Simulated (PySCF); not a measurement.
Working out the ionisation energy of Tc

Tc [Kr] 4d5 5s2 (6S) → Tc⁺ [Kr] 4d5 5s1 (7S). All numbers are calculated (PySCF 2.14, a scalar-relativistic core potential, in cc-pVDZ-PP with ECP28MDF (4s4p3d1f, 38 functions)). Frozen: 4s2 4p6. Energies in hartree (1 hartree = 27.21139 eV):

```
             part  Tc (lower)  Tc⁺ (upper)
              UHF  -79.846953   -79.641774
MP2 opposite-spin   -0.036674     0.000000
    MP2 same-spin   -0.057291    -0.058007
```

Task: What does Hartree-Fock give?

Result: (-79.641774) − (-79.846953) = 0.205179 hartree = 5.583 eV.

Task: What do MP2 and SCS-MP2 (6/5 opposite-spin, 1/3 same-spin) give?

Result: The opposite-spin parts differ by 0.998 eV and the same-spin parts by -0.019 eV. MP2: 5.583 + (0.998) + (-0.019) = 6.562 eV. SCS-MP2: 5.583 + 1.2 × (0.998) + (-0.019)/3 = 6.774 eV.

Measured between the centres of the two terms (NIST): 7.119 eV, so MP2 (valence) is off by -0.557 eV.

A double-zeta basis recovers only part of the correlation energy.

What remains against the reference includes basis incompleteness, the frozen core and correlation beyond second order.
